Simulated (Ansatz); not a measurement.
Calculated with Ansatz (gas phase, PBE0-D4/def2-TZVP geometries, no zero-point term in ΔE). CCSD(T)/CBS is the MP2 limit (def2-TZVPP, def2-QZVPP) plus CCSD(T) − MP2 in def2-TZVPP, frozen cores. Functionals use def2-TZVPP. B3LYP here is the variant with VWN-RPA as its local correlation; programs differ in this. For Br, Ge outer-core shells are correlated without core-valence functions, which leaves a few kJ/mol of doubt a bond. Scalar relativity is left out up to krypton. Each species was taken in one conformer, which may not be the lowest.

`[CH3][GeH2][CH]=O` + `CCCBr` → `C[CH2][GeH2][CH3]` + `O=CCBr`  (formal exchange of groups at a Ge–C bond)

| level | ΔE (eV) |
| --- | --- |
| B2PLYP | -0.19 |
| PBE | -0.16 |
| PBE0 | -0.19 |
| B3LYP | -0.16 |
| SCS-MP2/def2-TZVPP | -0.22 |
| CCSD(T)/def2-TZVPP | -0.20 |
| MP2/def2-QZVPP | -0.23 |
| MP2/CBS(def2) | -0.23 |

Question: What does CCSD(T)/CBS give? (Estimate.)

Answer: Computed: -0.20 eV. The listed levels differ from it by 0.01, 0.04, 0.01, 0.04, -0.02, 0.00, -0.03, -0.03 eV.

Largest T1 diagnostic among the species: 0.013.
